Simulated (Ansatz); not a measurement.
```yaml
crystal:
  periodic: [false, false, false]
  atoms:
    - {symbol: Sn, position_ang: [-0.395604, 1.561398, -0.859139]}
    - {symbol: Sn, position_ang: [1.086024, -0.660719, -0.570758]}
    - {symbol: Sn, position_ang: [-0.690421, -0.900679, 1.429897]}
basis:
  gaussian: {orbitals: def2-mTZVP, fitting: {mean_field: def2-universal-jkfit}}
hamiltonian: {xc: {name: B3LYP5}}
scf: {lower_state_search: light}
output: {forces: true}
```

```sh
$ ansatz run in.yaml --threads 4 --pin off --events-out ev --progress --plain --max-ram 3916MiB
```

Output, abridged:

```
Functional definition: B3LYP5
  name "B3LYP5"
  cite "Stephens, Devlin, Chabalowski & Frisch, J. Phys. Chem. 98, 11623 (1994) doi:10.1021/j100096a001"
  cite "Becke, Phys. Rev. A 38, 3098 (1988) doi:10.1103/PhysRevA.38.3098"
  cite "Lee, Yang & Parr, Phys. Rev. B 37, 785 (1988) doi:10.1103/PhysRevB.37.785"
  cite "Vosko, Wilk & Nusair, Can. J. Phys. 58, 1200 (1980) doi:10.1139/p80-159"
  parameter a0 = 0.2
  parameter ax = 0.72
  parameter ac = 0.81
  exchange = (1 - a0 - ax)*slater_x + ax*b88_x + a0*exact_x
  correlation = (1 - ac)*vwn5_c + ac*lyp_c
654 factors; integrals over basis functions are off by at most 4.3e-1 eV
mean field evaluation 1: about -17493.6256 eV, gradient 1.4e1 eV
mean field evaluation 2: about -17490.8624 eV, gradient 2.8e1 eV
mean field evaluation 4: about -17494.5624 eV, gradient 1.7e0 eV
mean field evaluation 8: about -17494.5725 eV, gradient 5.5e-2 eV
mean field evaluation 16: about -17494.5726 eV, gradient 1.7e-5 eV
mean field -17494.57255019 eV, -642.9136829723 hartree, gradient 1.7e-5 eV, S^2 0.000000; 0 other end points of the search recorded, 0 dependent functions left out
the calculation of the forces begins
reference -17494.57274498 eV, -642.9136901308 hartree; 33, 33 occupied and 75, 75 virtual orbitals, 654 factors
Total energy: -17494.57274498 eV, -642.9136901308 hartree
Atom 0 at    -0.395604     1.561398    -0.859139 Å, force    -0.089930     0.281134    -0.135671 eV/Å
Atom 1 at     1.086024    -0.660719    -0.570758 Å, force     0.230673    -0.140136    -0.121392 eV/Å
Atom 2 at    -0.690421    -0.900679     1.429897 Å, force    -0.140743    -0.140997     0.257063 eV/Å
Dipole moment:    -0.086072     0.052379     0.045223 e Å
```

It took 1.1 s on 4 threads of Arm Neoverse V1 on a shared host.

In the def2 sets Sn takes a core potential; there is no spin–orbit coupling. The restricted singlet is unstable towards broken spin symmetry at other levels; at RKS B3LYP5/def2-mTZVP this wasn't settled.
